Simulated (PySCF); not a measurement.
Job file and geometry (Å, from GFN2-xTB) of an NMR shielding run on `C=C[Si@@H]1O[Si@](C)(Cl)C1=C`, C5H9ClOSi2, GIAO PBE0/pcSseg-1 NMR shielding, non-relativistic, gas phase in PySCF; density fitting, a coarse starting grid and PySCF grid level 2 are the driver's defaults:

```
$ OMP_NUM_THREADS=1 python probes_run.py task.json out

{"job": {"kind": "nmr", "xc": "PBE0", "basis": "pcSseg-1"}, "charge": 0, "multiplicity": 1}
C      3.655505     0.146119    -0.010689
C      2.455287     0.454949    -0.474666
Si     0.914496    -0.560647    -0.165529
O     -0.160255    -0.402994    -1.440257
Si    -1.480121     0.286837    -0.706960
C     -3.014543    -0.802885    -0.854364
Cl    -1.785877     2.107509    -1.501423
C     -0.451327     0.248178     0.893221
C     -0.607808     0.629192     2.148543
H      4.526124     0.756096    -0.196816
H      3.821501    -0.741534     0.577350
H      2.341318     1.358312    -1.062543
H      1.111442    -1.986922     0.056163
H     -2.872368    -1.747845    -0.341098
H     -3.234252    -1.017720    -1.895918
H     -3.881412    -0.310980    -0.426530
H      0.170753     0.498433     2.886130
H     -1.517224     1.092220     2.503729
```

**Question.** Write the output of this run.

**Answer.** 
```
coarse grid: 16968 points
cycle   1  E = -1309.4465397358  dE =  1.176e+00  |g| = 8.893e-01  |ddm| = 4.078e+00
cycle   2  E = -1309.2224013371  dE =  2.241e-01  |g| = 1.396e+00  |ddm| = 2.350e+00
cycle   3  E = -1309.5970679431  dE = -3.747e-01  |g| = 2.132e-01  |ddm| = 1.813e+00
cycle   4  E = -1309.6070641160  dE = -9.996e-03  |g| = 3.902e-02  |ddm| = 2.518e-01
cycle   5  E = -1309.6074117984  dE = -3.477e-04  |g| = 1.192e-02  |ddm| = 4.191e-02
cycle   6  E = -1309.6074441826  dE = -3.238e-05  |g| = 4.741e-03  |ddm| = 1.435e-02
cycle   7  E = -1309.6074493404  dE = -5.158e-06  |g| = 1.725e-03  |ddm| = 4.962e-03
final grid: 151200 points
cycle   8  E = -1309.6696596772  dE = -2.683e-05  |g| = 1.132e-02  |ddm| = 2.641e-02
cycle   9  E = -1309.6696268458  dE =  3.283e-05  |g| = 1.706e-02  |ddm| = 2.553e-02
cycle  10  E = -1309.6696870385  dE = -6.019e-05  |g| = 2.117e-03  |ddm| = 1.675e-02
cycle  11  E = -1309.6696879285  dE = -8.901e-07  |g| = 2.754e-04  |ddm| = 1.887e-03
cycle  12  E = -1309.6696879431  dE = -1.459e-08  |g| = 8.776e-05  |ddm| = 3.381e-04
cycle  13  E = -1309.6696879446  dE = -1.509e-09  |g| = 4.754e-05  |ddm| = 1.308e-04
cycle  14  E = -1309.6696879452  dE = -5.452e-10  |g| = 8.541e-06  |ddm| = 4.206e-05
converged SCF energy = -1309.6696879452

GIAO shielding tensors (ppm)
atom      isotropic    diamagn.    paramagn.     s11        s22        s33       span
  0 C       44.078     252.524    -208.446    -83.520     45.151    170.603    254.123
  1 C       41.034     263.243    -222.209    -75.389     35.296    163.195    238.584
  2 Si     358.633     884.060    -525.427    318.787    353.717    403.395     84.609
  3 O      214.669     401.443    -186.774    160.424    229.768    253.814     93.390
  4 Si     335.683     882.153    -546.471    294.007    342.475    370.566     76.559
  5 C      181.207     254.466     -73.259    170.826    177.815    194.981     24.155
  6 Cl     864.195    1149.863    -285.668    750.654    863.438    978.494    227.840
  7 C       12.280     269.662    -257.382    -59.321    -13.475    109.635    168.956
  8 C       38.593     254.160    -215.566    -77.416     27.945    165.251    242.666
  9 H       25.230      27.513      -2.283     21.941     24.723     29.024      7.083
 10 H       25.592      31.082      -5.490     21.511     25.095     30.169      8.658
 11 H       24.976      32.748      -7.772     21.680     24.260     28.988      7.308
 12 H       26.165      31.491      -5.326     22.679     24.847     30.967      8.287
 13 H       31.278      31.943      -0.665     26.753     29.104     37.978     11.226
 14 H       30.865      28.406       2.458     26.874     28.396     37.324     10.450
 15 H       31.372      28.621       2.751     27.121     29.099     37.895     10.774
 16 H       25.237      31.768      -6.531     22.206     24.430     29.076      6.869
 17 H       25.134      30.856      -5.722     21.538     24.385     29.479      7.941
```

Size and cost of the density-fitted run: 219 basis functions, 64 s wall time on 1 thread of an Intel Xeon, shared host; peak memory 0.99 GiB.
